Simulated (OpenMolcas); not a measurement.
**3d6 along the 24-electron sequence**

```yaml
Program: OpenMolcas
Method: SS-CASPT2, IPEA 0.25 Eh, imaginary shift 0.1 Eh
Basis: ANO-RCC-VTZP
Scalar_Hamiltonian: DKH2, point nucleus
Spin-orbit_coupling: state interaction with AMFI integrals over the reference wave functions, term energies averaged over their components
```

Active space for each ion: 6 electrons in 5 orbitals (3d); closed shells correlated by CASPT2: 3s 3p.

Computed levels in cm-1 above 5D4:

```
                               Level   Fe2+   Co3+   Ni4+   Cu5+
                                 5D3    437    657    857   1148
                                 5D2    745   1111   1441   1915
                                 5D1    943   1401   1814   2400
                                 5D0   1040   1543   1996   2640
                              3P2(1)  20000  23590  26700  29710
                                 3H6  20920  24680  28070  31350
                                 3H5  21140  24990  28460  31830
                              3P1(1)  21290  25530  29220  33080
                                 3H4  21300  25200  28690  32040
weight of 5D in the lowest level (%)    100    100    100    100
```

Measured, with the error of the calculation in %. Measured levels: Fe2+ from Corliss and Sugar, J. Phys. Chem. Ref. Data 11, 135 (1982); Co3+ from Sugar and Corliss, J. Phys. Chem. Ref. Data 10, 1097 (1981); Ni4+ from Corliss and Sugar, J. Phys. Chem. Ref. Data 10, 197 (1981); Cu5+ from Sugar and Musgrove, J. Phys. Chem. Ref. Data 19, 527 (1990).

```tsv
Level	Fe2+	Co3+	Ni4+	Cu5+
5D3	436 (+0.2)	639 (+2.8)	890 (-3.7)	1196 (-4.0)
5D2	739 (+0.8)	1078 (+3.1)	1490 (-3.3)	1987 (-3.6)
5D1	932 (+1.1)		1872 (-3.1)	2490 (-3.5)
5D0	1027 (+1.2)	1494 (+3.3)	2058 (-3.0)	2733 (-3.4)
3P2(1)	19405 (+3.0)	22883 (+3.1)	26153 (+2.1)	29285 (+1.5)
3H6	20051 (+4.3)	23680 (+4.2)	27111 (+3.6)	30418 (+3.1)
3H5	20301 (+4.1)	24032 (+4.0)	27578 (+3.2)	31009 (+2.7)
3P1(1)	20688 (+2.9)	24729 (+3.2)	28698 (+1.8)	32685 (+1.2)
3H4	20482 (+4.0)	24272 (+3.8)	27859 (+3.0)	31288 (+2.4)
```

The fine-structure level 5D0 changes by a factor of 2.54 from Fe2+ to Cu5+. Its fourth root runs 5.68, 6.27, 6.68, 7.17, with steps per unit of Z of 0.59, 0.42, 0.48; equal steps would mean a (Z - σ)^4 law with constant σ.

3P2(1) changes by a factor of 1.49 over the same range, with steps per unit of Z of +3590, +3110, +3010 cm-1.

CASPT2 does not keep the components of a term degenerate, so their means are used; among the terms shown or strongly mixed into the levels shown the widest spread is 100 cm-1 (3d6 3F(1), Fe2+). Terms from blocks run as CI alone lack orbitals of their own. Measured partners are found by configuration, term and J. A level has none where our copy of the source lacks it or the pairing is in doubt (some pairs that miss far off the trend of their configuration count as doubtful), and it then counts in no deviation. Levels of configurations outside the active space are missing.

A number in round brackets counts repeated terms of one configuration in the order of the reference energies.
